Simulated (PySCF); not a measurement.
SiI2, SMILES I[Si]I (connectivity only; charge and spin as stated), neutral, multiplicity 1.

Geometry: r2SCAN-D4/def2-SVP. The def2 effective core potentials stand for the cores of I; spin–orbit coupling is left out.

These are PySCF 2.14.0 with TDDFT-B3LYP/def2-SVPD values and carry that method's errors.

Vertical excitations. Gas-phase values at a fixed geometry. State labels are in the subgroup C2v.

```csv
state,symmetry,energy (eV),λ (nm),f,main pairs
S1,B1,2.67,464,0.003,HOMO→LUMO 100 %
S2,A2,2.85,435,0.000,HOMO−1→LUMO 100 %
S3,B2,3.62,343,0.050,HOMO−2→LUMO 93 %
S4,B1,4.13,300,0.003,HOMO−4→LUMO 99 %
S5,A1,4.29,289,0.000,"HOMO−3→LUMO 74 %, HOMO→LUMO+1 23 %"
S6,A1,4.81,258,0.080,"HOMO→LUMO+1 73 %, HOMO−3→LUMO 19 %"
S7,B2,4.90,253,0.004,"HOMO−1→LUMO+1 78 %, HOMO→LUMO+2 21 %"
S8,A2,5.02,247,0.000,HOMO−5→LUMO 99 %
S9,A2,5.16,240,0.000,HOMO−2→LUMO+1 99 %
S10,A1,5.33,232,0.012,HOMO−1→LUMO+2 96 %
T1,B1,1.85,670,0,HOMO→LUMO 96 %
T2,A2,2.73,455,0,HOMO−1→LUMO 100 %
T3,B2,2.97,417,0,HOMO−2→LUMO 100 %
T4,A1,3.45,360,0,HOMO−3→LUMO 99 %
```
Triplets are in the Tamm–Dancoff approximation, which puts them higher than full response would, so one can lie above its singlet here.
